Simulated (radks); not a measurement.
Results of a calculation; reference values are marked as such.
Neutral chromium inside a hard spherical wall (all orbitals vanish at R), configuration held at [Ar] 3d5 4s1 and not refilled when levels cross. Level of theory: non-relativistic Kohn-Sham, r2SCAN, spin-unpolarised, spherical densities, point nucleus; meta-GGA in the generalised Kohn-Sham scheme (a radial shooting solver on a logarithmic mesh with Libxc functionals). Eigenvalues in eV, with the zero of energy where the potential of the charges vanishes at infinity; a dash marks a level that is unbound or too diffuse for the functional's potential to be trusted. A positive occupied level is held by the wall or, in an anion where self-interaction has pushed it up, behind a barrier. The pressure on the wall is -dE/dV.

R (bohr)  E (hartree)  kinetic (hartree)    e(3s)    e(3p)   e(4s)   e(3d)  e(4p, empty)  e(5s, empty)  pressure (GPa)
free      -1044.16990           1043.274  -75.282  -46.677  -3.874  -2.896        -0.803             -               0
20        -1044.16990           1043.274  -75.282  -46.677  -3.874  -2.896        -0.803             -        < 0.0001
8         -1044.16452           1043.310  -74.949  -46.345  -3.594  -2.586        -0.067         5.758           0.198
7         -1044.15526           1043.359  -74.573  -45.972  -3.234  -2.242         0.607         8.836           0.706
5         -1044.05562           1043.763  -72.191  -43.629  -0.389  -0.064         4.949        24.978            11.5
4         -1043.81958           1044.559  -68.750  -40.285   5.048   3.195        12.236        48.373            60.8
2         -1036.93042           1066.718  -34.920   -5.742  110.37  43.071        127.78        339.08            9010
1.5       -1020.33737           1114.523   14.628   46.984  289.11  100.19        304.29        726.91           66200
